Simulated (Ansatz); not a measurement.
Start from `[SH][Zr]([SH])([SH])[SH]` and change one element to get `[SH][Hf]([SH])([SH])[SH]`.

Ansatz, PBE0-D4/def2-TZVP geometries, multiplicity 1. Each molecule was computed in one conformer, which needn't be the lowest.

Elements past krypton have def2 core potentials.

```csv
property,`[SH][Zr]([SH])([SH])[SH]`
LUMO energy (B3LYP/def2-TZVPP) / eV,-2.61
size of the dipole moment (PBE/def2-TZVPP) / D,0.00
LUMO energy (PBE0/def2-TZVPP) / eV,-2.44
HOMO energy (B3LYP/def2-TZVPP) / eV,-7.63
LUMO energy (PBE/def2-TZVPP) / eV,-3.22
HOMO energy (PBE/def2-TZVPP) / eV,-6.71
```

Task: What does the change do to each property? (An estimate is asked.)

Result: Ansatz gave: 
| property | `[SH][Hf]([SH])([SH])[SH]` | shift |
| --- | --- | --- |
| LUMO energy (B3LYP/def2-TZVPP) / eV | -2.16 | 0.45 |
| size of the dipole moment (PBE/def2-TZVPP) / D | 0.00 | 0.00 |
| LUMO energy (PBE0/def2-TZVPP) / eV | -1.99 | 0.45 |
| HOMO energy (B3LYP/def2-TZVPP) / eV | -7.68 | -0.05 |
| LUMO energy (PBE/def2-TZVPP) / eV | -2.79 | 0.43 |
| HOMO energy (PBE/def2-TZVPP) / eV | -6.75 | -0.04 |

With PBE0 the HOMO falls by 0.06 eV and the LUMO rises by 0.45 eV, so the gap widens by about 0.51 eV. PBE moves the HOMO by -0.04 eV and ωB97M-V by -0.10 eV.

B3LYP here is the variant with VWN-RPA as its local correlation; programs differ in this.
